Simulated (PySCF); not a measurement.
What does the PBE0-D3(BJ)/def2-SVP structure of `C[C@H]1Cc2ccccc2C1=O` (2-methyl-1-indanone) look like in three dimensions?

```
atom  x, y, z in Å
C1     3.2084    0.0530    0.0281
C2     1.8264   -0.3953   -0.4134
C3     0.9817   -1.1467    0.6296
C4    -0.3959   -0.5471    0.5220
C5    -1.5782   -0.9392    1.1485
C6    -2.7381   -0.2011    0.9146
C7    -2.7319    0.9187    0.0709
C8    -1.5552    1.3120   -0.5565
C9    -0.4009    0.5643   -0.3243
C10    0.9544    0.7772   -0.8774
O11    1.3240    1.6944   -1.5700
H12    3.1515    0.6395    0.9591
H13    3.6562    0.6937   -0.7455
H14    3.8755   -0.8039    0.2040
H15    1.9319   -1.0299   -1.3134
H16    0.9677   -2.2360    0.4678
H17    1.3827   -0.9876    1.6459
H18   -1.6010   -1.8069    1.8131
H19   -3.6714   -0.5004    1.3988
H20   -3.6565    1.4776   -0.0917
H21   -1.5133    2.1788   -1.2205
```

Any rigid rotation of these coordinates is as good. Atoms count from 1 in this order. The 6-membered ring C4–C5–C6–C7–C8–C9 has internal angles of 118.3° to 122.0°; it is planar, 0.00 Å rms from its mean plane, widest ring torsion 1°. The C–C distances run from 1.390 Å (C7–C8, aromatic) to 1.538 Å (C2–C3, drawn single), a spread of 0.148 Å. The 5-membered ring C2–C3–C4–C9–C10 has internal angles of 105.0° to 111.3°; it is slightly puckered (a soft mode that the optimisation may not have finished), 0.05 Å rms from its mean plane, widest ring torsion 10°. Of the pairs four or more bonds apart, O11···H13 is among the closest relative to their van der Waals radii: 2.67 Å, 98 % of the sum of Bondi's values.

Bonds between heavy atoms (Å): C1–C2 1.519, C2–C3 1.538, C3–C4 1.506, C4–C5 1.394, C5–C6 1.395, C6–C7 1.402, C7–C8 1.390, C8–C9 1.395, C9–C10 1.479, C10=O11 1.207, C2–C10 1.533, C4–C9 1.397.

Computed, not measured: PySCF, PBE0-D3(BJ)/def2-SVP geometry optimisation, gas phase.

Point group: C1 (no symmetry element, even within 0.4 Å). Stationary, but not proved a minimum.

The run took about 5 min of CPU time (one thread, shared machine). That covers the optimisation of the geometry.
